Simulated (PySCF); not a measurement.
H3O3Pt, SMILES [Pt]([OH])([OH])[OH] (connectivity only; charge and spin as stated), neutral, multiplicity 4.

The structure is a stationary point at B3LYP-D3(BJ)/def2-SVP. The multiplicity is an assumed one; other spin states were not compared. The def2 effective core potentials stand for the cores of Pt; spin–orbit coupling is left out. Other conformers were not sampled.

Two levels are set side by side: PBE/def2-TZVPD (PySCF) and CAM-B3LYP/def2-TZVPD (PySCF). Same geometry, gas phase. Differences are taken from unrounded values.

```tsv
quantity	CAM-B3LYP
α-spin orbital gap (eV)	8.34
β-spin orbital gap (eV)	6.18
dipole moment (D)	3.68
mean polarisability (bohr³)	66.1
```

Task: What does PBE give, and how far is it from CAM-B3LYP? (Estimate from the structure and the level; the computed values follow.)

Result: 
```csv
quantity,PBE,PBE minus CAM-B3LYP
α-spin orbital gap (eV),3.84,-4.50
β-spin orbital gap (eV),1.36,-4.82
dipole moment (D),3.23,-0.45
mean polarisability (bohr³),66.8,0.7
```

Rough cost on one machine, each run with all the roots and properties that it gave: CAM-B3LYP against PBE within a factor of 2.
